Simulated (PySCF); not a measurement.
# Reading the logs of faulty runs: Al2H3NO

All numbers below are calculated, not measured. The program is PySCF 2.14.0, an open-source quantum chemistry code, run on an isolated molecule that a program drew, which may never have been made. The molecule is Al2H3NO (charge 0, singlet), drawn as the SMILES string `[OH][AlH][NH][Al]`.

Each row is a Hartree-Fock (HF) and frozen-core CCSD(T) single point in the cc-pV(D+d)Z basis, meant for a local HF minimum. Run 1 is clean. Each other run has one planted mistake out of seven kinds, and not every kind appears here: one electron removed, one electron added, multiplicity raised by two, geometry at a saddle point, minimal basis STO-3G, one bond length entered in bohr, all coordinates scaled. The reference is restricted for singlets and unrestricted otherwise, and also for a bond in bohr. Adding or removing an electron swaps singlet and doublet. Electrons count all cores. HOMO and LUMO are orbital energies over both spins, the gradient is its largest component, and the lowest frequency (negative if imaginary) is given only where the gradient is small. Bond lengths are over the 6 bonds as drawn. T1 is the CCSD diagnostic: over 0.02 (restricted) or 0.045 (unrestricted) a single reference is doubtful.

Geometry of the clean run:
```xyz
7
Al2H3NO, angstrom
O     1.9341    0.9169    0.4834
Al    0.5791   -0.0702    0.2910
N    -0.5790    0.2164   -1.0394
Al   -0.6549    1.4377   -2.3678
H     2.2602    1.6604    0.0082
H     0.3890   -1.2363    1.3243
H    -1.3410   -0.4527   -1.0316
```

| run | electrons | basis functions | <S^2> | HOMO (eV) | LUMO (eV) | gradient (hartree/bohr) | lowest frequency (cm^-1) | mean bond (Å) | longest bond (Å) | T1 | HF (hartree) | CCSD(T) (hartree) | mistake |
|---|---|---|---|---|---|---|---|---|---|---|---|---|---|
| 1 | 44 | 89 | 0.000 | -8.19 | 1.32 | 3.8e-05 | 96 | 1.4675 | 1.806 | 0.0154 | -615.01688 | -615.52873 | no fault |
| 2 | 43 | 89 | 0.758 | -16.00 | -6.73 | 4.0e-02 | - | 1.4675 | 1.806 | 0.0214 | -614.74433 | -615.22519 | one electron removed |
| 3 | 44 | 31 | 0.000 | -4.05 | 10.27 | 6.2e-02 | - | 1.4675 | 1.806 | 0.0193 | -607.39133 | -607.56597 | minimal basis STO-3G |
| 4 | 44 | 89 | 2.004 | -6.20 | 0.00 | 5.5e-03 | - | 1.4675 | 1.806 | 0.0182 | -614.95215 | -615.43576 | multiplicity raised by two |
| 5 | 45 | 89 | 0.778 | 0.37 | 6.33 | 3.5e-02 | - | 1.4675 | 1.806 | 0.0192 | -614.98535 | -615.50574 | one electron added |
| 6 | 44 | 89 | 0.000 | -8.14 | 1.35 | 1.6e-02 | - | 1.4425 | 1.775 | 0.0148 | -615.01475 | -615.52395 | ? |

**Which mistake was planted in run 6, and what did it cost?**

The mean and the longest bond both change by the same factor, 0.983, and the gradient is no longer small. So the mistake is: all coordinates scaled. Subtracting run 1 and multiplying by 627.51 kcal/mol a hartree, the energy moved by 1.3 kcal/mol in HF and 3.0 kcal/mol in CCSD(T).

Cautions from the logs. Run 5: the HOMO is above zero, so the electron isn't bound and the energy depends on the basis.
